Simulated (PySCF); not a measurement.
**Bi: ionisation energy**

Bi [Xe] 4f14 5d10 6s2 6p3 (4S) → Bi⁺ [Xe] 4f14 5d10 6s2 6p2 (3P), as a difference of total energies. Computed with PySCF 2.14 in x2c-QZVPPall, with scalar relativity by spin-free X2C-1e. Correlated levels: valence: [Xe] 4f14 5d10 frozen; valence and next inner shell: [Kr] 4d10 4f14 frozen. The calculations carry no spin-orbit coupling.

```tsv
method	ionisation energy (eV)
UHF	8.217
LDA	8.767
PBE	8.574
PBE0	8.647
MP2 (valence)	8.590
SCS-MP2 (valence)	8.474
MP2 (valence and next inner shell)	8.774
SCS-MP2 (valence and next inner shell)	8.591
```

Estimate what r2SCAN gives.

8.767 eV, closest to LDA among the rows shown.

Estimate what ROHF gives.

8.226 eV, closest to UHF among the rows shown.

Spin-orbit coupling is strong in these open shells (close to jj coupling). The scalar numbers leave it out and a first-order estimate fails, so it can dominate the gap to the real levels.

For comparison: 7.286 eV (measured; NIST Atomic Spectra Database, ionization energies).
